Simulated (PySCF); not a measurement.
Record of a relaxation.

C3H9BO.
Atom-mapped SMILES: `[CH3:1][BH:2][O:3][CH2:4][CH3:5]` (hydrogens: H6, H7, H8 on C1; H9 on B2; H10, H11 on C4; H12, H13, H14 on C5)

Method: PBE0-D3(BJ)/def2-SVP geometry optimisation, gas phase (PySCF 2.14.0); density fitting, grid level 1; the optimiser is geomeTRIC in internal coordinates, started from a GFN2-xTB structure with every atom displaced at random (about 0.01 Å). The frame can shift and turn from step to step; on so coarse a grid that alone can change the energy by a few meV, and forces under 0.02 eV/Å are noise.

Step 0: E = -5971.0643 eV, largest atomic force 2.079 eV/Å
```
atom  x, y, z in Å  |  force x, y, z in eV/Å
C1     -2.422    0.551    0.190   -0.370   0.946   0.089
B2     -1.078    0.027    0.765   -0.672   0.235   0.332
O3     -0.195   -0.436   -0.105    1.926  -0.660  -0.418
C4      1.137   -0.907    0.253   -1.661   0.317   0.511
C5      2.150    0.176    0.064   -0.226   0.372   0.439
H6     -3.300    0.157    0.708   -0.211  -0.152   0.259
H7     -2.547    0.365   -0.874    0.055  -0.195  -0.475
H8     -2.491    1.661    0.312    0.099  -0.403   0.095
H9     -0.858    0.044    1.953    0.230  -0.050   0.248
H10     1.104   -1.262    1.307    0.097   0.075  -0.293
H11     1.316   -1.758   -0.395    0.206  -0.429  -0.289
H12     3.148   -0.209    0.296    0.212   0.045  -0.103
H13     2.102    0.563   -0.957    0.172   0.051  -0.238
H14     1.928    1.014    0.755    0.144  -0.150  -0.158
```

Step 1: E = -5971.1205 eV, largest atomic force 0.635 eV/Å
```
atom  x, y, z in Å  |  force x, y, z in eV/Å
C1     -2.167    1.283   -0.035   -0.080  -0.198  -0.058
B2     -1.051    0.358    0.559    0.137   0.070  -0.062
O3     -0.107   -0.207   -0.230   -0.602  -0.062   0.195
C4      0.820   -1.121    0.314    0.188  -0.286  -0.110
C5      2.181   -0.474    0.358    0.084   0.049   0.054
H6     -3.151    1.060    0.425    0.210   0.073  -0.079
H7     -2.256    1.216   -1.131    0.028   0.036   0.048
H8     -1.927    2.325    0.232   -0.045   0.099   0.019
H9     -0.974    0.155    1.759   -0.076  -0.058   0.028
H10     0.483   -1.459    1.316    0.106   0.080  -0.172
H11     0.845   -2.010   -0.349   -0.073   0.193   0.124
H12     2.980   -1.192    0.583    0.028  -0.132   0.016
H13     2.383   -0.017   -0.620    0.104   0.022  -0.038
H14     2.214    0.315    1.120   -0.008   0.114   0.037
```

Step 2: E = -5971.1439 eV, largest atomic force 0.460 eV/Å
```
atom  x, y, z in Å  |  force x, y, z in eV/Å
C1     -2.124    1.289   -0.043   -0.196   0.043   0.197
B2     -1.119    0.304    0.639    0.100   0.116  -0.434
O3     -0.178   -0.247   -0.159    0.152  -0.185   0.355
C4      0.822   -1.118    0.338   -0.011  -0.042  -0.083
C5      2.179   -0.448    0.311   -0.077   0.077  -0.010
H6     -3.152    1.107    0.308   -0.048   0.058  -0.017
H7     -2.102    1.250   -1.142    0.057  -0.026   0.033
H8     -1.875    2.320    0.270   -0.033   0.011   0.005
H9     -1.136    0.048    1.833    0.034  -0.027  -0.069
H10     0.558   -1.445    1.358    0.023  -0.014   0.042
H11     0.824   -2.014   -0.306    0.004   0.033  -0.008
H12     2.987   -1.165    0.520   -0.042  -0.031   0.017
H13     2.354   -0.007   -0.682    0.045  -0.017  -0.004
H14     2.236    0.360    1.057   -0.009   0.003  -0.024
```

Step 3: E = -5971.1504 eV, largest atomic force 0.211 eV/Å
```
atom  x, y, z in Å  |  force x, y, z in eV/Å
C1     -2.150    1.314   -0.032    0.151  -0.011  -0.098
B2     -1.127    0.296    0.577    0.055  -0.121   0.164
O3     -0.169   -0.280   -0.178    0.110   0.133  -0.033
C4      0.840   -1.125    0.349   -0.121   0.123  -0.051
C5      2.197   -0.454    0.306   -0.095   0.053  -0.041
H6     -3.173    1.115    0.318   -0.070  -0.046   0.019
H7     -2.135    1.333   -1.130   -0.013   0.033  -0.054
H8     -1.906    2.330    0.332    0.020  -0.057  -0.003
H9     -1.164    0.001    1.760    0.018   0.030   0.068
H10     0.580   -1.410    1.380   -0.026  -0.036   0.107
H11     0.844   -2.043   -0.257    0.021  -0.045  -0.076
H12     2.992   -1.172    0.563   -0.043   0.030   0.019
H13     2.399   -0.061   -0.702    0.003  -0.037   0.015
H14     2.248    0.389    1.015   -0.010  -0.046  -0.037
```

Step 4: E = -5971.1584 eV, largest atomic force 0.058 eV/Å
```
atom  x, y, z in Å  |  force x, y, z in eV/Å
C1     -2.143    1.301   -0.035    0.017  -0.001  -0.006
B2     -1.108    0.311    0.598   -0.011  -0.033  -0.007
O3     -0.160   -0.256   -0.175   -0.048   0.022   0.024
C4      0.830   -1.122    0.339   -0.015   0.024  -0.002
C5      2.185   -0.454    0.312    0.015  -0.008  -0.006
H6     -3.165    1.097    0.323    0.003  -0.008  -0.006
H7     -2.131    1.295   -1.135    0.006   0.007  -0.002
H8     -1.907    2.325    0.305   -0.006   0.005   0.007
H9     -1.123    0.039    1.788    0.013   0.014   0.007
H10     0.561   -1.429    1.365    0.017  -0.017  -0.004
H11     0.835   -2.027   -0.291   -0.003   0.006  -0.018
H12     2.977   -1.177    0.562    0.012   0.007   0.023
H13     2.390   -0.047   -0.689    0.008  -0.023  -0.002
H14     2.233    0.375    1.034   -0.008   0.005  -0.007
```

Step 5: E = -5971.1596 eV, largest atomic force under 0.02 eV/Å
```
atom  x, y, z in Å  |  force x, y, z in eV/Å
C1     -2.142    1.302   -0.034   -0.001   0.008   0.005
B2     -1.111    0.311    0.602   -0.009  -0.003  -0.010
O3     -0.162   -0.252   -0.171    0.004  -0.005   0.017
C4      0.829   -1.120    0.338   -0.007  -0.001   0.008
C5      2.186   -0.456    0.310    0.001  -0.001  -0.009
H6     -3.167    1.094    0.314    0.000  -0.005  -0.008
H7     -2.121    1.301   -1.134    0.006   0.003   0.002
H8     -1.912    2.325    0.312   -0.007  -0.001   0.008
H9     -1.127    0.038    1.792    0.008   0.009   0.000
H10     0.563   -1.429    1.365    0.010  -0.015  -0.008
H11     0.832   -2.024   -0.294   -0.007   0.008  -0.012
H12     2.976   -1.177    0.569   -0.002   0.003   0.018
H13     2.396   -0.058   -0.694    0.010  -0.013  -0.004
H14     2.233    0.379    1.026   -0.005   0.012  -0.007
```

Step 6: E = -5971.1621 eV, largest atomic force 0.064 eV/Å
```
atom  x, y, z in Å  |  force x, y, z in eV/Å
C1     -2.141    1.306   -0.030   -0.010   0.025   0.008
B2     -1.115    0.312    0.610   -0.018   0.032   0.011
O3     -0.163   -0.243   -0.164    0.052  -0.025  -0.027
C4      0.827   -1.116    0.336    0.019  -0.030   0.024
C5      2.189   -0.462    0.302   -0.007  -0.005  -0.004
H6     -3.172    1.077    0.284   -0.005  -0.006  -0.005
H7     -2.090    1.332   -1.128    0.000  -0.002   0.006
H8     -1.935    2.324    0.348   -0.009  -0.007   0.009
H9     -1.135    0.033    1.798   -0.001   0.002  -0.009
H10     0.568   -1.427    1.364   -0.003  -0.007  -0.008
H11     0.821   -2.018   -0.298   -0.008   0.005   0.001
H12     2.969   -1.179    0.601   -0.011   0.000   0.006
H13     2.420   -0.104   -0.712    0.003   0.005  -0.003
H14     2.231    0.397    0.989   -0.003   0.013  -0.008
```

Step 7: E = -5971.1631 eV, largest atomic force 0.055 eV/Å
```
atom  x, y, z in Å  |  force x, y, z in eV/Å
C1     -2.142    1.311   -0.026    0.004   0.022   0.000
B2     -1.116    0.315    0.610   -0.017   0.019   0.019
O3     -0.159   -0.236   -0.162    0.038  -0.016  -0.036
C4      0.826   -1.114    0.336    0.020  -0.030   0.021
C5      2.193   -0.468    0.297   -0.004  -0.006   0.003
H6     -3.175    1.058    0.261   -0.004  -0.008  -0.003
H7     -2.069    1.364   -1.122   -0.003  -0.001   0.005
H8     -1.960    2.322    0.381   -0.009  -0.006   0.007
H9     -1.141    0.028    1.796   -0.002   0.003  -0.006
H10     0.570   -1.422    1.366   -0.007   0.002  -0.007
H11     0.813   -2.017   -0.297   -0.006   0.002   0.005
H12     2.965   -1.179    0.629   -0.009  -0.001  -0.003
H13     2.439   -0.143   -0.725   -0.002   0.011  -0.001
H14     2.230    0.412    0.956    0.000   0.008  -0.004
```

Step 8: E = -5971.1635 eV, largest atomic force under 0.02 eV/Å
```
atom  x, y, z in Å  |  force x, y, z in eV/Å
C1     -2.142    1.315   -0.024    0.013   0.012  -0.004
B2     -1.114    0.317    0.607   -0.007   0.000   0.009
O3     -0.155   -0.231   -0.163    0.005   0.000  -0.018
C4      0.827   -1.113    0.338    0.009  -0.015   0.006
C5      2.195   -0.472    0.294   -0.001  -0.004   0.004
H6     -3.175    1.043    0.245   -0.002  -0.007  -0.002
H7     -2.057    1.388   -1.118   -0.001   0.002   0.002
H8     -1.979    2.320    0.405   -0.008  -0.004   0.005
H9     -1.145    0.024    1.792    0.001   0.005  -0.001
H10     0.569   -1.416    1.368   -0.004   0.006  -0.001
H11     0.808   -2.018   -0.292    0.000  -0.002   0.005
H12     2.963   -1.179    0.644   -0.002  -0.002  -0.006
H13     2.449   -0.166   -0.732   -0.003   0.008   0.001
H14     2.231    0.420    0.937    0.001   0.000   0.001
```

Problem. Summarise the path.

Solution. The energy falls by 0.0992 eV from step 0 to step 8; nine tenths of that is first reached at step 4. It falls at every step. The largest force goes from 2.079 to under 0.02 eV/Å. Among the bonds O3–C4 changes most, from 1.458 to 1.411 Å; the atoms move by 0.158 Å rms after alignment.

What follows is the cost of the whole optimisation. Hardware: one thread of an Arm Neoverse V2, on a shared host. Cost: 33 s wall, 0.47 GiB resident at most.
